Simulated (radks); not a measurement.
Question: All-electron atom: Ne+ in [He] 2s2 2p5. Calculated with a radial shooting solver on a logarithmic mesh with Libxc functionals: scalar-relativistic Kohn-Sham, LDA (Slater exchange, VWN5 correlation), spin-unpolarised, spherical densities, finite nucleus; Fermi nuclear charge, rms radius 3.0055 fm. Some entries of the table are withheld. Estimate them.

orbital,occ.,eigenvalue (eV),<r> (bohr)
1s,2,-848.3703,(1)
2s,2,(2),(3)
2p,5,-32.4443,0.8833
3s,0,(4),3.487
3p,0,(5),4.672

Answer: 
(1) 1s <r> (bohr): 0.1587
(2) 2s eigenvalue (eV): -55.3038
(3) 2s <r> (bohr): 0.8686
(4) 3s eigenvalue (eV): -6.6890
(5) 3p eigenvalue (eV): -3.8602
